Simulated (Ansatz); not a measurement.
Ansatz (an electronic-structure program) input:

Ansatz 0.2 input:
```yaml
crystal:
  periodic: [false, false, false]
  atoms:
    - {symbol: Sb, position_ang: [-0.00199399, -0.01655223, -0.03181999]}
    - {symbol: H, position_ang: [0.01359194, -1.53202267, -0.03737015]}
    - {symbol: H, position_ang: [-0.01761023, 1.49909317, -0.02664918]}
basis:
  gaussian:
    orbitals: def2-TZVP
hamiltonian:
  xc: b3lyp
  dispersion: d3bj
total_charge: -1
relax: {f_tol: 0.002, max_steps: 150}
```

Q: Which total energy does the run end on?

A: -241.55304 Eh (B3LYP-D3(BJ)/def2-TZVP). The basis has 62 functions.
